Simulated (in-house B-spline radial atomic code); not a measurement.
A fraction x of an electron is removed from 4f in Tm5+, starting from [Kr] 4d10 4f11 5s2 5p5 and keeping the highest spin. Method: scalar-relativistic (X2C) LDA VWN5, spin-polarised, spherical fractional occupations, Fermi nucleus of rms radius 5.2256 fm. Calculated with an all-electron radial atomic-structure program (B-spline basis).

| x | E(x) - E(0) (eV) | 4f down level (eV) |
| --- | --- | --- |
| 0 | 0.0000 | -72.889 |
| 0.04 | 2.9338 | -73.801 |
| 0.16 | 11.9550 | -76.557 |
| 0.31 | 23.6995 | -80.043 |
| 0.46 | 35.9701 | -83.572 |
| 0.5 | 39.3319 | -84.521 |
| 0.54 | ? | ? |
| 0.72 | 58.5048 | -89.793 |
| 0.83 | 68.5287 | -92.464 |
| 0.96 | ? | ? |
| 1 | 84.6013 | -96.635 |

(1) What belongs in the row x = 0.54?

(2) What belongs in the row x = 0.96?

(3) Check Janak's theorem between x = 0.04 and 0.16.

## Answers

(1) An energy change of 42.7318 eV; 4f down at -85.473 eV.

(2) An energy change of 80.7557 eV; 4f down at -95.649 eV.

(3) The slope of the energy is 75.18 eV; the orbital levels give 75.18 eV (-ε of the emptying orbital, averaged over the two points).
